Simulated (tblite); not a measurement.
Compound: C7H9AsOSi.
Bonds: As1–Si2, Si2–C3, C3–C4, C4–C5 (triple), C5–C6, C6–C7 (aromatic), C7–C8 (aromatic), C8–C9 (aromatic), C9–O10 (aromatic), C6–O10 (aromatic). Hydrogens: H11, H12 on As1; H13, H14 on Si2; H15, H16 on C3; H17 on C7; H18 on C8; H19 on C9.

Computed with GFN2-xTB (tblite), gas phase: L-BFGS steps from a force-field or distance-geometry start until the largest atomic force falls under 0.01 eV/Å.

Geometry at step 60:
```
atom  x, y, z in Å
As1     3.4507    1.7940   -0.7950
Si2     3.0831   -0.4831   -1.1176
C3      2.1035   -1.2277    0.3671
C4      0.7366   -0.7866    0.3367
C5     -0.4157   -0.4446    0.2726
C6     -1.7547   -0.0368    0.1736
C7     -2.9062   -0.6413    0.6053
C8     -3.9555    0.2280    0.2405
C9     -3.3759    1.2884   -0.3802
O10    -2.0450    1.1437   -0.4253
H11     1.9880    2.0935   -0.7929
H12     3.4291    1.6279    0.6937
H13     4.3794   -1.1858   -1.1843
H14     2.3523   -0.8192   -2.3445
H15     2.1132   -2.3182    0.3313
H16     2.5655   -0.9105    1.3072
H17    -2.9736   -1.5818    1.1100
H18    -4.9967    0.0911    0.4179
H19    -3.7880    2.1783   -0.8085
```

**Question.** What forces act on the atoms?

**Answer.** 
```
atom  Fx (eV/Å)  Fy (eV/Å)  Fz (eV/Å)
 As1      0.048      0.035     -0.135
 Si2      0.059     -0.011      0.035
  C3     -0.041     -0.008     -0.022
  C4      0.176     -0.064     -0.005
  C5     -0.111      0.017     -0.058
  C6      0.127      0.095      0.024
  C7      0.028     -0.024     -0.003
  C8     -0.037     -0.035      0.023
  C9      0.037      0.049      0.007
 O10      0.085      0.032     -0.046
 H11     -0.060      0.003      0.054
 H12     -0.035      0.032      0.065
 H13     -0.018     -0.044      0.051
 H14     -0.038      0.026     -0.027
 H15      0.050     -0.006      0.033
 H16      0.005     -0.051     -0.025
 H17     -0.038     -0.034      0.027
 H18     -0.218     -0.065      0.040
 H19     -0.018      0.056     -0.039
```

The largest, 0.23 eV/Å, acts on H18; the rms over all components is 0.061 eV/Å. The forces sum to zero within rounding, as they must for an isolated molecule in no field.

**Question.** Give the force on H18 in Eh/bohr and in nN.

**Answer.** 0.231 eV/Å ÷ 51.422 = 0.00449 Eh/bohr, and 0.231 eV/Å × 1.602 = 0.37 nN.

**Question.** How far is this geometry from the end of the optimisation?

**Answer.** 0.035 eV above it, and 0.299 Å rms away after alignment. The bonds farthest from their final lengths, with half the difference of the two atoms' forces along the bond (positive lengthens):

```csv
bond,now (Å),final (Å),force along bond (eV/Å)
As1–H12,1.498,1.505,+0.10
C8–H18,1.065,1.071,+0.09
Si2–H14,1.467,1.473,+0.05
C8–C9,1.359,1.361,+0.05
C3–C4,1.437,1.434,-0.11
C9–O10,1.340,1.342,+0.03
```

The angle farthest from its final value is As1–Si2–H14, 114.7° against 111.4°.

The cost below is that of the whole relaxation. The run took 2.0 s on one thread, Intel Xeon at 2.70 GHz (x86_64), no GPU, shared host with 64 logical CPUs at a one-minute load of 62.
